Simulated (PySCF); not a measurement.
PySCF input file for C₅H₅Cl, SMILES C#C/C(Cl)=C\C, TDA-PBE/def2-SVPD. Geometry optimised at B3LYP-D3(BJ)/def2-SVP.

```python
import numpy as np
from pyscf import gto, scf, dft, tdscf

mol = gto.M(
    atom='''
    C     2.47285795    0.40709311    0.00000000
    C     1.27992949    0.18170794   -0.00000000
    C    -0.11541896   -0.09733406   -0.00000000
    Cl   -0.51809567   -1.81451054    0.00000000
    C    -1.09804774    0.82334155    0.00000000
    C    -0.88330144    2.30193969    0.00000000
    H     3.52835073    0.60380815    0.00000000
    H    -2.12808474    0.45465973    0.00000000
    H     0.18404161    2.56229017   -0.00000000
    H    -1.35639851    2.76271593    0.88453172
    H    -1.35639851    2.76271593   -0.88453172
    ''',
    basis='def2-SVPD',
    charge=0,
    spin=0,
    symmetry=True,
    max_memory=1600,
    verbose=4,
)
mf = dft.RKS(mol, xc='pbe').density_fit(auxbasis='def2-universal-jkfit')
mf.grids.level = 3
mf.conv_tol = 1e-9
mf.max_cycle = 100
mf.kernel()
mf.grids = dft.Grids(mol).set(level=1).build(with_non0tab=True)  # coarser grid for the response kernel
td = tdscf.TDA(mf)
td.singlet = True
td.nstates = 10
td.conv_tol = 1e-4
td.positive_eig_threshold = 1e-6
td.kernel(x0=td.get_init_guess(mf, 15))
td.analyze()
tt = tdscf.TDA(mf)
tt.singlet = False
tt.nstates = 4
tt.conv_tol = 1e-4
tt.positive_eig_threshold = 1e-6
tt.kernel(x0=tt.get_init_guess(mf, 9))
tt.analyze(verbose=3)
```

Program output:

```
PySCF version 2.14.0

[INPUT] verbose = 4
[INPUT] num. atoms = 11
[INPUT] num. electrons = 52
[INPUT] charge = 0
[INPUT] spin (= nelec alpha-beta = 2S) = 0
[INPUT] symmetry True subgroup None
[INPUT] Mole.unit = angstrom
[INPUT] Symbol           X                Y                Z      unit          X                Y                Z       unit  Magmom
[INPUT]  1 C      2.472857950000   0.407093110000   0.000000000000 AA    4.673024270453   0.769294485097   0.000000000000 Bohr   0.0
[INPUT]  2 C      1.279929490000   0.181707940000   0.000000000000 AA    2.418716194854   0.343378241259   0.000000000000 Bohr   0.0
[INPUT]  3 C     -0.115418960000  -0.097334060000   0.000000000000 AA   -0.218110223982  -0.183934715992   0.000000000000 Bohr   0.0
[INPUT]  4 Cl    -0.518095670000  -1.814510540000   0.000000000000 AA   -0.979058922623  -3.428927970737   0.000000000000 Bohr   0.0
[INPUT]  5 C     -1.098047740000   0.823341550000   0.000000000000 AA   -2.075009500298   1.555890036475   0.000000000000 Bohr   0.0
[INPUT]  6 C     -0.883301440000   2.301939690000   0.000000000000 AA   -1.669197807034   4.350035569366   0.000000000000 Bohr   0.0
[INPUT]  7 H      3.528350730000   0.603808150000   0.000000000000 AA    6.667616551109   1.141032035280   0.000000000000 Bohr   0.0
[INPUT]  8 H     -2.128084740000   0.454659730000   0.000000000000 AA   -4.021497328466   0.859182369569   0.000000000000 Bohr   0.0
[INPUT]  9 H      0.184041610000   2.562290170000   0.000000000000 AA    0.347788238424   4.842026672965   0.000000000000 Bohr   0.0
[INPUT] 10 H     -1.356398510000   2.762715930000   0.884531720000 AA   -2.563221699668   5.220776467673   1.671522699290 Bohr   0.0
[INPUT] 11 H     -1.356398510000   2.762715930000  -0.884531720000 AA   -2.563221699668   5.220776467673  -1.671522699290 Bohr   0.0

nuclear repulsion = 241.642692147388
point group symmetry = Cs
symmetry origin: [-3.63408722e-10  3.99749768e-09  0.00000000e+00]
symmetry axis x: [ 1.00000000e+00  2.14476660e-09 -2.57574424e-18]
symmetry axis y: [ 2.14476660e-09 -1.00000000e+00  2.55190389e-19]
symmetry axis z: [-9.93700873e-19  2.55190389e-19  1.00000000e+00]
num. orbitals of irrep A' = 115
num. orbitals of irrep A" = 52
number of shells = 71
number of NR pGTOs = 245
number of NR cGTOs = 167
basis = def2-SVPD
ecp = {}


[settings echo left out]
init E= -653.387624160371
HOMO (A") = -0.275709333863091  LUMO (A") = -0.124347674082474  gap/eV = 4.11876
cycle= 1 E= -652.878081254351  delta_E= 0.51  |g|= 0.464  |ddm|= 13.9
HOMO (A") = -0.168044822432916  LUMO (A") = -0.0334255646087134  gap/eV = 3.66318
cycle= 2 E= -652.816539550129  delta_E= 0.0615  |g|= 0.665  |ddm|= 2.83
HOMO (A") = -0.214114075912903  LUMO (A") = -0.0736942547077191  gap/eV = 3.82102
cycle= 3 E= -652.926468065992  delta_E= -0.11  |g|= 0.197  |ddm|= 1.51
HOMO (A") = -0.219551438529212  LUMO (A") = -0.0777259263987657  gap/eV = 3.85927
cycle= 4 E= -652.936798484167  delta_E= -0.0103  |g|= 0.0614  |ddm|= 0.573
HOMO (A") = -0.220198834570866  LUMO (A") = -0.077495558268863  gap/eV = 3.88315
cycle= 5 E= -652.937846399892  delta_E= -0.00105  |g|= 0.017  |ddm|= 0.23
HOMO (A") = -0.2190200927419  LUMO (A") = -0.0766769825088782  gap/eV = 3.87335
cycle= 6 E= -652.937913967529  delta_E= -6.76e-05  |g|= 0.00575  |ddm|= 0.0602
HOMO (A") = -0.218955315647296  LUMO (A") = -0.0766119032075911  gap/eV = 3.87336
cycle= 7 E= -652.937917159602  delta_E= -3.19e-06  |g|= 0.0047  |ddm|= 0.0124
HOMO (A") = -0.219118171154508  LUMO (A") = -0.0767714615887267  gap/eV = 3.87345
cycle= 8 E= -652.937923352088  delta_E= -6.19e-06  |g|= 0.000294  |ddm|= 0.01
HOMO (A") = -0.219106827753349  LUMO (A") = -0.0767597606213775  gap/eV = 3.87346
cycle= 9 E= -652.937923371216  delta_E= -1.91e-08  |g|= 0.000134  |ddm|= 0.00145
HOMO (A") = -0.219112237514071  LUMO (A") = -0.0767670431434291  gap/eV = 3.87341
cycle= 10 E= -652.937923376195  delta_E= -4.98e-09  |g|= 3.85e-05  |ddm|= 0.000475
HOMO (A") = -0.219109770480933  LUMO (A") = -0.0767639308605004  gap/eV = 3.87343
cycle= 11 E= -652.93792337655  delta_E= -3.56e-10  |g|= 1.07e-05  |ddm|= 0.000111
HOMO (A") = -0.219111228948629  LUMO (A") = -0.0767657529215708  gap/eV = 3.87342
Extra cycle  E= -652.937923376498  delta_E= 5.26e-11  |g|= 1.7e-05  |ddm|= 8.86e-05
converged SCF energy = -652.937923376498
tot grids = 44576
Overwritten attributes  positive_eig_threshold  of <class 'pyscf.tdscf.rks.TDA'>


******** <class 'pyscf.tdscf.rks.TDA'> for <class 'pyscf.df.df_jk.DFSymAdaptedRKS'> ********
nstates = 10 singlet
deg_eia_thresh = 1.000e-03
wfnsym = None
conv_tol = 0.0001
eigh lindep = 1e-12
eigh level_shift = 0
eigh max_cycle = 100


Excitation energies (eV)
[4.75502293 5.04017171 5.34565218 5.61975957 5.72247653 6.13515938
 6.30820112 6.53903436 6.67343913 6.75336814]

** Singlet excitation energies and oscillator strengths **
Excited State   1:   A"      4.75502 eV    260.74 nm  f=0.0000
      26 -> 28       -0.70296
Excited State   2:   A"      5.04017 eV    245.99 nm  f=0.0001
      25 -> 27       -0.70419
Excited State   3:   A'      5.34565 eV    231.93 nm  f=0.2802
      21 -> 27       -0.11765
      24 -> 27       -0.15261
      25 -> 28        0.16800
      26 -> 27        0.62177
      26 -> 33       -0.10012
Excited State   4:   A'      5.61976 eV    220.62 nm  f=0.0139
      24 -> 27        0.60731
      25 -> 28        0.34488
Excited State   5:   A"      5.72248 eV    216.66 nm  f=0.0002
      23 -> 27       -0.70596
Excited State   6:   A"      6.13516 eV    202.09 nm  f=0.0079
      26 -> 29        0.70585
Excited State   7:   A"      6.30820 eV    196.54 nm  f=0.0000
      24 -> 28        0.68975
      26 -> 30        0.13213
Excited State   8:   A'      6.53903 eV    189.61 nm  f=0.1036
      23 -> 28        0.51670
      24 -> 27       -0.15888
      25 -> 28        0.40969
      26 -> 27       -0.11020
Excited State   9:   A"      6.67344 eV    185.79 nm  f=0.0075
      26 -> 30        0.61479
      26 -> 31        0.32935
Excited State  10:   A"      6.75337 eV    183.59 nm  f=0.0010
      26 -> 30        0.31023
      26 -> 31       -0.61982
      26 -> 32        0.10052

** Transition electric dipole moments (AU) **
state          X           Y           Z        Dip. S.      Osc.
  1         0.0000      0.0000     -0.0154      0.0002      0.0000
  2        -0.0000     -0.0000      0.0284      0.0008      0.0001
  3        -1.0765      0.9901      0.0000      2.1393      0.2802
  4        -0.2865     -0.1375     -0.0000      0.1010      0.0139
  5         0.0000      0.0000      0.0341      0.0012      0.0002
  6         0.0000     -0.0000     -0.2288      0.0523      0.0079
  7         0.0000      0.0000      0.0146      0.0002      0.0000
  8         0.8042     -0.0066      0.0000      0.6468      0.1036
  9        -0.0000     -0.0000     -0.2136      0.0456      0.0075
 10        -0.0000     -0.0000      0.0767      0.0059      0.0010

** Transition velocity dipole moments (imaginary part, AU) **
state          X           Y           Z        Dip. S.      Osc.
  1         0.0000      0.0000      0.0448      0.0020      0.0077
  2        -0.0000     -0.0000     -0.0020      0.0000      0.0000
  3         0.0090      0.0532      0.0000      0.0029      0.0099
  4         0.0046     -0.0068     -0.0000      0.0001      0.0002
  5         0.0000      0.0000      0.0158      0.0002      0.0008
  6        -0.0000     -0.0000     -0.0582      0.0034      0.0100
  7         0.0000      0.0000      0.0329      0.0011      0.0031
  8         0.1060     -0.0299      0.0000      0.0121      0.0336
  9        -0.0000      0.0000     -0.0829      0.0069      0.0187
 10        -0.0000      0.0000      0.0068      0.0000      0.0001

** Transition magnetic dipole moments (imaginary part, AU) **
state          X           Y           Z
  1         0.2882     -0.0415      0.0000
  2         0.3159     -0.0643     -0.0000
  3        -0.0000     -0.0000      0.1625
  4        -0.0000     -0.0000      0.3110
  5        -0.3032     -0.2743      0.0000
  6         0.1731     -0.3608     -0.0000
  7        -0.0255      0.0144     -0.0000
  8         0.0000      0.0000      0.1059
  9        -0.0539     -0.2565     -0.0000
 10        -0.1387      0.0888     -0.0000


******** <class 'pyscf.tdscf.rks.TDA'> for <class 'pyscf.df.df_jk.DFSymAdaptedRKS'> ********
nstates = 4 triplet
deg_eia_thresh = 1.000e-03
wfnsym = None
conv_tol = 0.0001
eigh lindep = 1e-12
eigh level_shift = 0
eigh max_cycle = 100


Excitation energies (eV)
[3.18475468 4.44453393 4.82637712 4.93751853]

** Triplet excitation energies and oscillator strengths **
Excited State   1:   A'      3.18475 eV    389.31 nm  f=0.0000
Excited State   2:   A"      4.44453 eV    278.96 nm  f=0.0000
Excited State   3:   A"      4.82638 eV    256.89 nm  f=0.0000
Excited State   4:   A'      4.93752 eV    251.11 nm  f=0.0000
```

The run converged.

Cost: around 100 core-seconds (rough).
